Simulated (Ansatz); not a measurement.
Reaction (redistribution): `[CH3][Al]([CH3])[TeH]` + `BNB(C)N` → `B[NH][Al]([CH3])[CH3]` + `CB(N)[TeH]`

Computed with Ansatz on PBE0-D4/def2-TZVP structures; ΔE is electronic, products minus reactants. CCSD(T)/CBS adds triple-zeta CCSD(T) − MP2 to the extrapolated MP2 energy (def2 sets, frozen cores). Elements past krypton have def2 core potentials. For Te outer-core shells are correlated without core-valence functions, which leaves a few kJ/mol of doubt a bond. Each species was taken in one conformer, which may not be the lowest.

`[CH3][Al]([CH3])[TeH]`:

```xyz
11

C     0.125   -0.862    1.454
Al   -0.062    0.325   -0.082
C     0.132   -0.268   -1.930
Te   -0.597    2.784    0.276
H     1.074   -1.407    1.409
H    -0.671   -1.615    1.451
H     0.081   -0.334    2.409
H    -0.564   -1.085   -2.149
H     1.140   -0.659   -2.104
H    -0.046    0.528   -2.657
H    -0.611    2.592    1.922
```

`BNB(C)N`:

```xyz
13

B    -0.576   -2.121   -0.097
N    -0.064   -0.964    0.495
B     0.072    0.379   -0.065
C     0.696    1.514    0.831
N    -0.349    0.632   -1.373
H    -0.609   -3.146    0.523
H    -0.982   -2.087   -1.226
H     0.262   -1.056    1.446
H     1.702    1.238    1.166
H     0.770    2.479    0.326
H     0.101    1.663    1.739
H    -0.272    1.540   -1.795
H    -0.752   -0.071   -1.969
```

`B[NH][Al]([CH3])[CH3]`:

Z-matrix (Å, degrees):
```
C
Al 1 1.951
H 1 1.096 2 110.8
H 1 1.095 2 111.1 3 117.7
H 1 1.093 2 113.3 3 -120.9
N 2 1.815 1 117.3 3 116.6
C 2 1.946 1 124.3 3 -63.2
B 6 1.400 2 125.7 1 179.9
H 6 1.012 2 119.0 1 0.0
H 7 1.093 2 112.1 1 2.0
H 7 1.094 2 111.3 1 123.0
H 7 1.094 2 111.1 1 -118.8
H 8 1.201 6 121.0 2 180.0
H 8 1.202 6 118.9 2 -0.0
```

`CB(N)[TeH]`:

Z-matrix (Å, degrees):
```
C
B 1 1.570
H 1 1.094 2 111.3
H 1 1.094 2 112.4 3 120.9
H 1 1.094 2 111.2 3 -118.3
N 2 1.391 1 122.2 3 -121.2
Te 2 2.186 1 117.5 3 58.8
H 6 1.005 2 124.4 1 -180.0
H 6 1.007 2 121.7 1 -0.0
H 7 1.659 2 94.9 1 180.0
```

```json
{"level": "CCSD/def2-TZVPP", "ΔE (kJ/mol)": "67.5"}
{"level": "HF/def2-QZVPP", "ΔE (kJ/mol)": "79.1"}
```

What does CCSD(T)/CBS give? (Estimate.)

Ansatz gave: +67.1 kJ/mol. The listed levels differ from it by 0.4, 12.0 kJ/mol.

Largest T1 diagnostic among the species: 0.012.

From PBE to PBE0 (25 % exact exchange), in def2-TZVPP and without D4, ΔE moves by +3.9 kJ/mol. In def2-TZVPP, CCSD(T) changes the Hartree–Fock value by −14.2 kJ/mol (the triples alone add −1.8 kJ/mol) and MP2 by −15.9 kJ/mol.
